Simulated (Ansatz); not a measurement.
Saddle point of GaAsH$_{6}$S, closed shell (GaH₃S ([SH][GaH2]) + AsH₃ → GaAsH₄ ([GaH2][AsH2]) + H₂S (still joined by a long Ga–S bond); bonds formed: S2–H5; dative contacts that become bonds: Ga1–As6; bonds broken: H5–As6; bonds weakened to dative contacts: Ga1–S2), PBE0-D4/def2-TZVP structure:

Ga1  (-1.063, -0.046, -0.763)
S2  (1.186, -0.298, -1.546)
H3  (-1.758, -1.428, -0.925)
H4  (-1.558, 1.411, -0.985)
H5  (0.655, -0.232, 0.101)
As6  (-0.308, -0.074, 1.740)
H7  (1.453, 1.017, -1.487)
H8  (0.580, -1.284, 1.957)
H9  (0.813, 0.935, 1.909)
(Å)

Energies are electronic, without zero-point energy. Barriers and step energies count from the start structure reached by relaxing down the imaginary mode; all methods use the PBE0-D4 structures, on which another method's saddle can fall below an end. Ansatz 0.2.0; basis: def2-TZVPP, with def2-QZVPP for the basis limit; cores frozen in the correlated methods. Filled d shells of the heavier atoms are correlated. The def2 sets are not built for correlating such inner shells, so the correlated values are less sure here. B3LYP uses VWN-RPA correlation. Extrapolation: Hartree–Fock as exp(−7.88 √X), correlation as X^−2.97.

```json
{"method": "SPW92", "barrier (kcal/mol)": "16.08", "step energy (kcal/mol)": "6.37"}
{"method": "PBE-D4", "barrier (kcal/mol)": "19.79", "step energy (kcal/mol)": "6.44"}
{"method": "BLYP-D4", "barrier (kcal/mol)": "?", "step energy (kcal/mol)": "6.37"}
{"method": "r2SCAN-D4", "barrier (kcal/mol)": "22.45", "step energy (kcal/mol)": "7.32"}
{"method": "B97M-V", "barrier (kcal/mol)": "27.01", "step energy (kcal/mol)": "9.21"}
{"method": "PBE0-D4", "barrier (kcal/mol)": "24.32", "step energy (kcal/mol)": "7.22"}
{"method": "B3LYP-D4", "barrier (kcal/mol)": "26.47", "step energy (kcal/mol)": "7.02"}
{"method": "r2SCAN0-D4", "barrier (kcal/mol)": "25.74", "step energy (kcal/mol)": "7.60"}
{"method": "BHLYP-D4", "barrier (kcal/mol)": "32.42", "step energy (kcal/mol)": "8.14"}
{"method": "CAM-B3LYP-D4", "barrier (kcal/mol)": "29.75", "step energy (kcal/mol)": "7.65"}
{"method": "wB97X-V", "barrier (kcal/mol)": "?", "step energy (kcal/mol)": "8.14"}
{"method": "wB97M-V", "barrier (kcal/mol)": "29.13", "step energy (kcal/mol)": "7.03"}
{"method": "B2PLYP", "barrier (kcal/mol)": "27.87", "step energy (kcal/mol)": "7.53"}
{"method": "PBE-QIDH", "barrier (kcal/mol)": "27.83", "step energy (kcal/mol)": "8.16"}
{"method": "RPA on PBE", "barrier (kcal/mol)": "27.85", "step energy (kcal/mol)": "6.95"}
{"method": "HF", "barrier (kcal/mol)": "?", "step energy (kcal/mol)": "9.88"}
{"method": "MP2", "barrier (kcal/mol)": "27.08", "step energy (kcal/mol)": "8.06"}
{"method": "CCSD", "barrier (kcal/mol)": "31.95", "step energy (kcal/mol)": "7.81"}
{"method": "CCSD(T)", "barrier (kcal/mol)": "28.99", "step energy (kcal/mol)": "7.59"}
```

Problem. Fill in the withheld barriers. (To be estimated.)

Solution. The calculation gives: HF 44.34; wB97X-V 30.96; BLYP-D4 22.95 kcal/mol. Each is the energy of the saddle less that of the start structure, by the same method.

For comparison, the barrier by CCSD(T) at an estimated basis limit (MP2 extrapolated from triple and quadruple zeta, plus CCSD(T) − MP2 in triple zeta) is 27.30 kcal/mol.

T1 diagnostic: at most 0.013.

Labels in which every atom is bracketed show which atoms are joined, not bond orders.

For scale, one of the runs: CCSD(T)/def2-TZVPP, 222 basis functions, launched by `ansatz run in.yaml --threads 8 --pin off --events-out ev --progress --plain --max-ram 19148MiB`. The run took 82 s on 8 CPU threads of an Arm Neoverse V1 (shared host), with 3.4 GiB of host memory at its peak.
